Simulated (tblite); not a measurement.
What does the GFN2-xTB structure of `C(C#C)=C=CC=O` look like in three dimensions?

```
atom  x, y, z in Å
C1     3.0218    0.4764   -0.6012
C2     2.0950    0.1513    0.0884
C3     1.0203   -0.2473    0.9141
C4    -0.2176    0.0899    0.6923
C5    -1.4642    0.3877    0.4490
C6    -2.3298   -0.4607   -0.3736
O7    -3.4841   -0.2229   -0.6154
H8     3.8311    0.7614   -1.2043
H9     1.2796   -0.8538    1.7746
H10   -1.9188    1.2847    0.8499
H11   -1.8279   -1.3641   -0.7690
```

Any rigid rotation of these coordinates is as good. Atoms count from 1 in this order. The C–C distances run from 1.200 Å (C1≡C2, drawn triple) to 1.465 Å (C5–C6, drawn single), a spread of 0.265 Å.

Bonds between heavy atoms (Å): C1≡C2 1.200, C2–C3 1.413, C3=C4 1.302, C4=C5 1.305, C5–C6 1.465, C6=O7 1.203.

Computed geometry: GFN2-xTB, gas phase.

Point group: C1 (no symmetry element, even within 0.4 Å). Its GFN2-xTB frequencies are all real (lowest 64 cm⁻¹). One conformer, not necessarily the lowest (C4–C5–C6–O7 180°). 2 starts were optimised and ended at 0.00 and 0.99 kcal/mol (GFN2-xTB); the lowest of these is shown.

Hardware: one thread of an Arm Neoverse N1 (shared host). Cost: 0.61 s of wall time. That covers the optimisation of the geometry.
